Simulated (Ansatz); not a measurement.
Li₈Br₈⁺ (started as a model of: 2x2x4 LiBr rock-salt block). Total charge 1; doublet. Geometry PBE-D4/def2-SVP, that of the neutral singlet; atoms count from 1.

| atom | x (Å) | y (Å) | z (Å) |
| --- | --- | --- | --- |
| Li1 | -1.368 | 3.552 | 0.799 |
| Br2 | 0.469 | 2.346 | -0.348 |
| Li3 | 1.722 | 0.258 | -1.104 |
| Br4 | 3.481 | -1.213 | -2.195 |
| Br5 | -3.405 | 2.601 | -0.219 |
| Li6 | -1.661 | 0.870 | -0.859 |
| Br7 | -0.388 | -0.868 | -2.223 |
| Li8 | 1.425 | -2.516 | -2.602 |
| Br9 | -1.286 | 2.670 | 3.102 |
| Li10 | 0.062 | 0.926 | 1.841 |
| Br11 | 1.868 | -0.795 | 1.314 |
| Li12 | 3.007 | -2.464 | -0.121 |
| Li13 | -3.064 | 1.427 | 1.925 |
| Br14 | -1.949 | -0.683 | 1.257 |
| Li15 | -0.124 | -2.055 | 0.122 |
| Br16 | 1.210 | -4.059 | -0.687 |

The gap within one spin of the charge 1 doublet nearly closes, so an electron or hole may be smeared out by delocalisation error.

**Question.** Estimate the Mulliken populations from the PBE/def2-SVP orbitals of Ansatz.

**Answer.** 
```json
{"atom": "Li1", "charge (e)": "0.53", "spin (α − β)": "-0.01"}
{"atom": "Br2", "charge (e)": "-0.39", "spin (α − β)": "0.12"}
{"atom": "Li3", "charge (e)": "0.45", "spin (α − β)": "-0.01"}
{"atom": "Br4", "charge (e)": "-0.35", "spin (α − β)": "0.14"}
{"atom": "Br5", "charge (e)": "-0.35", "spin (α − β)": "0.14"}
{"atom": "Li6", "charge (e)": "0.45", "spin (α − β)": "-0.01"}
{"atom": "Br7", "charge (e)": "-0.39", "spin (α − β)": "0.12"}
{"atom": "Li8", "charge (e)": "0.53", "spin (α − β)": "-0.01"}
{"atom": "Br9", "charge (e)": "-0.35", "spin (α − β)": "0.14"}
{"atom": "Li10", "charge (e)": "0.45", "spin (α − β)": "-0.01"}
{"atom": "Br11", "charge (e)": "-0.39", "spin (α − β)": "0.12"}
{"atom": "Li12", "charge (e)": "0.53", "spin (α − β)": "-0.01"}
{"atom": "Li13", "charge (e)": "0.53", "spin (α − β)": "-0.01"}
{"atom": "Br14", "charge (e)": "-0.39", "spin (α − β)": "0.12"}
{"atom": "Li15", "charge (e)": "0.45", "spin (α − β)": "-0.01"}
{"atom": "Br16", "charge (e)": "-0.35", "spin (α − β)": "0.14"}
```
Mulliken values depend strongly on the basis.

**Question.** Where does the spin sit?

**Answer.** Summed by element: Li -0.05, Br 1.05, of 1 unpaired in all. Largest on single atoms: Br5 0.14, Br4 0.14, Br16 0.14.

**Question.** And the Mayer bond orders between heavy atoms (over 0.3)?

**Answer.** Li1–Br5 0.31 (2.47 Å); Li1–Br9 0.31 (2.47 Å); Br4–Li8 0.31 (2.47 Å); Br4–Li12 0.31 (2.47 Å); Br5–Li13 0.31 (2.47 Å); Li8–Br16 0.31 (2.47 Å); Br9–Li13 0.31 (2.47 Å); Li12–Br16 0.31 (2.47 Å).
